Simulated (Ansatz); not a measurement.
```yaml
crystal:
  periodic: [false, false, false]
  atoms:
    - {symbol: O, position_ang: [-2.144894, -1.386951, -2.182412]}
    - {symbol: Sn, position_ang: [-1.090220, -2.904192, -1.247418]}
    - {symbol: Sn, position_ang: [-0.392760, 1.173906, -0.352286]}
    - {symbol: Sn, position_ang: [1.373567, 2.832217, 1.506996]}
    - {symbol: Sn, position_ang: [-0.695601, -1.379726, 1.350549]}
    - {symbol: Sn, position_ang: [2.144366, -0.206579, 2.121747]}
    - {symbol: Sn, position_ang: [-2.470554, 0.575100, -2.363181]}
    - {symbol: Sn, position_ang: [-0.834857, 1.195388, 2.727867]}
    - {symbol: Sn, position_ang: [1.433776, -1.273545, -0.779526]}
    - {symbol: Sn, position_ang: [2.677167, 1.374370, -0.782348]}
basis:
  gaussian: {orbitals: def2-TZVP, initial_orbitals: start.molden}
hamiltonian: {xc: pbe0, dispersion: d4}
scf: {omitted_lower_state_checks: [starts]}
output: {forces: true, orbitals: {seedname: orbitals}}
```

The file start.molden holds the orbitals of an earlier run on this structure, at another level or in another basis.

```sh
$ ansatz run in.yaml --threads 4 --pin off --events-out ev --progress --plain --max-ram 6963MiB
```

**Question.** Does this run fit into the memory that it is given?

**Answer.** No. It has 481 basis functions, and Ansatz plans for 8 GiB where 7 GiB are given.
